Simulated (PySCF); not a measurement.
# Bond curve of GeH⁻

Set-up: basis Ge aug-cc-pVDZ-PP with ECP10, H aug-cc-pVDZ; scalar-relativistic core potentials; PySCF 2.14. Energies in eV from Ge⁻ + H in their ground configurations at the same level. State: ³Σ⁻ (triplet), unpaired electrons π ↑↑.

```tsv
R (Å)	UHF-CCSD(T)	LDA	UHF-CCSD
1.409		-2.740	
1.474	-2.457	-2.954	-2.428
1.540	-2.576	-3.077	-2.545
1.589	-2.619	-3.124	-2.587
1.638	-2.631	-3.139	-2.599
1.687	-2.620	-3.129	-2.586
1.753	-2.575	-3.087	-2.539
1.835	-2.485	-2.998	-2.447
1.933	-2.346	-2.857	-2.306
2.064		-2.639
```

Q: Put a parabola through the three lowest points of the UHF-CCSD(T) curve and estimate Re, k and ωe (reduced mass 0.9943 u; 1 eV/Å² = 0.16022 mdyn/Å; ωe = 1302.8·√(k/μ) cm⁻¹).

A: Through R = 1.589, 1.638, 1.687 Å the second-order coefficient is 4.79 eV/Å², so Re ≈ 1.639 Å, k ≈ 1.53 mdyn/Å and ωe ≈ 1619 cm⁻¹. A polynomial fit of higher order to the unrounded UHF-CCSD(T) energies gives Re = 1.637 Å, k = 1.62 mdyn/Å, ωe = 1663 cm⁻¹; anharmonicity and rounding make the difference.

The higher-order fit for each curve: UHF-CCSD(T): Re = 1.637 Å, ωe = 1663 cm⁻¹, De = 2.63 eV; LDA: Re = 1.642 Å, ωe = 1661 cm⁻¹, De = 3.14 eV; UHF-CCSD: Re = 1.634 Å, ωe = 1675 cm⁻¹, De = 2.60 eV.

Correlated steps freeze 4 core orbitals. Correlated levels converge slowly with the basis: in double zeta they bind strong bonds too weakly, by up to about 1 eV, and carry superposition errors of some tenths. Spin–orbit coupling is left out. For an ion De counts to the pair picked by the measured ionisation energies or electron affinities, which need not be the lowest pair at this level. The highest Kohn–Sham level is positive in this anion. Much of that is self-interaction error, but it also means that the finite basis helps to hold the extra electron. The state was picked by a PBE0 search and need not be the measured ground state.
